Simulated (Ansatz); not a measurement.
```xyz
13

B     0.193    2.138    0.640
Si   -1.214    1.007   -0.268
C    -0.003   -0.433    0.027
S     0.978    0.394    1.304
C     0.390   -1.543   -0.513
C     0.750   -2.647   -1.097
H     1.051    2.513   -0.120
H    -0.033    2.860    1.572
H    -2.445    0.681    0.515
H    -1.621    1.122   -1.698
H     0.142    0.151    2.335
H     1.428   -2.637   -1.945
H     0.383   -3.607   -0.752
```

Charge 0, multiplicity 1. The bonds changed during the relaxation, so this is another structure than the one it started from.

**Question.** List the ωB97M-V/def2-TZVPP orbital energies in eV (Ansatz 0.2.0). (Best estimate.)

**Answer.** Ansatz gave: Occupied: -2428.72, -1806.51, -282.83, -282.60, -282.21, -222.62, -186.74, -165.73, -165.66, -165.57, -147.60, -101.75, -101.70, -101.66, -26.51, -24.84, -22.21, -18.63, -16.98, -16.26, -15.72, -15.54, -14.16, -13.32, -12.06, -11.29, -11.00, -10.39, -9.95, -9.28. Lowest empty: 0.89, 1.10, 1.46, 1.95, 2.95, 3.34, 3.38, 3.55.
